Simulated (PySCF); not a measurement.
CH7FOSi2, SMILES C[Si@@H](F)O[SiH3]. Geometry: PBE-D3(BJ)/def2-SVP. The structure was generated by enumeration; whether it is a known compound was not checked. Other conformers were not sampled.

Computed equilibrium geometry at PBE-D3(BJ)/def2-SVP (PySCF confirms it by a frequency run) as a Z-matrix (one conformer of several):
```
O
Si 1 1.6637
F 2 1.6407 1 108.25
Si 1 1.6773 2 141.26 3 57.09
H 2 1.4943 3 107.62 1 -115.64
H 4 1.5006 1 108.01 2 149.28
H 4 1.5021 6 109.58 1 -120.16
H 4 1.5070 6 109.28 7 -119.53
C 2 1.8651 5 114.08 3 120.01
H 9 1.1088 2 110.87 5 -59.27
H 9 1.1088 10 108.19 2 -121.59
H 9 1.1091 10 108.06 11 -116.93
```
